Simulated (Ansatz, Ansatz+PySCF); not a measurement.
```tsv
atom	x (Å)	y (Å)	z (Å)
O	0.0000	0.0000	0.0000
O	0.0000	0.0000	8.0000
```

Basis set: def2-SVP (spherical functions). Charge 0, multiplicity 1.

Computed with Ansatz (development build ahead of 0.2.0); each method stands on the lowest determinant of its kind that the runs found.

Question: Give the atomization energy at this shape (free ground-state atoms in the same class of orbitals less the molecule, no zero-point energy) of singlet O₂ in separate pieces by PBE0 (unrestricted), UHF.

Answer:

```
             method  atomization energy
PBE0 (unrestricted)             0.00 eV
                UHF             0.00 eV
```

Caution: another spin multiplicity may lie lower; the shape is not the minimum; the unrestricted determinant is a mixture of spin states.
